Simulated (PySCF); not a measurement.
## Orbital picture of GaN

r²SCAN at R = 2.026 Å; basis Ga cc-pVDZ-PP with ECP10, N cc-pVDZ; scalar-relativistic core potentials; PySCF 2.14. State: ³Σ⁻ (triplet), unpaired electrons π ↑↑. Only the outer orbitals are listed, counted within each symmetry, core potentials removing the inner ones.

| spin | orbital | occ. | ε (eV) | on Ga (%) | main shells (%) |
| --- | --- | --- | --- | --- | --- |
| α | 6σ | 1 | -9.35 | 72 | 71 Ga s, 22 N p |
| α | 3π | 1 | -7.41 | 9 | 91 N p |
| α | 3π | 1 | -7.41 | 9 | 91 N p |
| α | 7σ | 1 | -5.50 | 43 | 56 N p, 22 Ga s, 20 Ga p |
| α | 4π | 0 | -1.94 | 94 | 93 Ga p |
| α | 4π | 0 | -1.94 | 94 | 93 Ga p |
| α | 8σ | 0 | 0.92 | 95 | 85 Ga p, 8 N p |
| β | 5σ | 1 | -15.76 | 20 | 79 N s, 10 Ga s |
| β | 6σ | 1 | -8.79 | 75 | 73 Ga s, 15 N p, 10 N s |
| β | 7σ | 1 | -4.75 | 40 | 59 N p, 26 Ga p, 13 Ga s |
| β | 3π | 0 | -3.55 | 49 | 51 N p, 48 Ga p |
| β | 3π | 0 | -3.55 | 49 | 51 N p, 48 Ga p |
| β | 4π | 0 | -0.76 | 56 | 52 Ga p, 44 N p |

Problem. Which are the highest filled and the lowest empty level, where do they sit, and how wide is the gap?

Solution. Highest filled β 7σ at -4.75 eV (in %: 59 N p, 26 Ga p, 13 Ga s); lowest empty β 3π at -3.55 eV (in %: 51 N p, 48 Ga p); the gap at r²SCAN is 1.20 eV.

```
bond order (Mayer)                              : 1.08
⟨S²⟩                                            : 2.012
charge on Ga (Mulliken, basis-dependent)        : 0.30
charge on Ga (Löwdin, basis-dependent)          : 0.29
dipole moment (positive dipole means Ga(−)N(+)) : -1.60 D
```

Spin–orbit coupling is left out. The state is the lowest determinant that a PBE0 search found; another state may lie lower at other levels.
